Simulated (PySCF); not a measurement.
**Ionisation energy of B²⁺ by level of theory**

B²⁺ [He] 2s1 (2S) → B³⁺ 1s2 (1S), as a difference of total energies. Calculation: PySCF 2.14, in x2c-TZVPall (5s3p2d1f, 31 functions); scalar relativity by spin-free X2C-1e. The calculations carry no spin-orbit coupling.

```json
{"method": "UHF", "ionisation energy (eV)": "37.821"}
{"method": "BP86", "ionisation energy (eV)": "38.093"}
{"method": "B3LYP", "ionisation energy (eV)": "38.473"}
```

For comparison: 37.931 eV (measured; NIST Atomic Spectra Database, ionization energies).
